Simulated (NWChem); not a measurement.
# Extrapolating the MP2 correlation energy of ClLi

```xyz
2

Li     0.0000     0.0000    -1.7006
Cl     0.0000     0.0000     0.3001
```
Charge 0, spin multiplicity 1.

Program: NWChem. All single points use one geometry, from B3LYP/def2-SVP, a minimum by its harmonic frequencies.

The correlated methods keep 5 core orbitals frozen. The structure started from a generated list of species.

Worked example. The MP2 correlation energy is -214.05 mHa in cc-pVTZ and -240.08 mHa in cc-pVQZ. The form E(X) = E∞ + A/X³ turns the pair into an estimate of the basis-set limit.

E∞ = (4³·(-240.08) − 3³·(-214.05))/(4³ − 3³) = -259.1 mHa. The larger basis holds 93 % of that, at about 4 times the processor time of the smaller one. This is a two-point estimate.
